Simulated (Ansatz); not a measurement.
Consider the ligand exchange at a Ge–S bond: `[SH][GeH]` + NH₃ → `[NH2][GeH]` + H₂S.

Calculated with Ansatz (gas phase, PBE0-D4/def2-TZVP geometries, no zero-point term in ΔE). CCSD(T)/CBS is the MP2 limit (def2-TZVPP, def2-QZVPP) plus CCSD(T) − MP2 in def2-TZVPP, frozen cores. This one scheme is used for every species. DFT in def2-TZVPP. B3LYP here is the variant with VWN-RPA as its local correlation; programs differ in this. For Ge outer-core shells are correlated without core-valence functions, which leaves a few kJ/mol of doubt a bond. Scalar relativity is left out up to krypton.

```tsv
level	ΔE (kcal/mol)	difference from CCSD(T)/CBS
BLYP-D4	7.9	0.9
B97M-V	8.1	1.1
r2SCANh-D4	8.1	1.1
r2SCAN	8.0	1.0
B3LYP	7.5	0.5
r2SCANh	8.0	1.0
CAM-B3LYP	5.7	-1.3
RPA@PBE/def2-TZVPP	5.6	-1.4
HF/def2-TZVPP	6.7	-0.3
CCSD/def2-QZVPP	6.2	-0.8
CCSD(T)/CBS	7.0	0
```

Largest T1 diagnostic among the species: 0.015.

Leaving LDA and LC-ωPBE aside and taking each functional with its dispersion term where it has one, the values, not all of them listed here, spread over 3.0 kcal/mol, from CAM-B3LYP-D4 to PBE-D4. LDA lies −1.7 kcal/mol from PBE without D4. At CCSD(T), def2-SVP lies −2.9 kcal/mol from the extrapolated value and def2-TZVPP −0.7 kcal/mol.
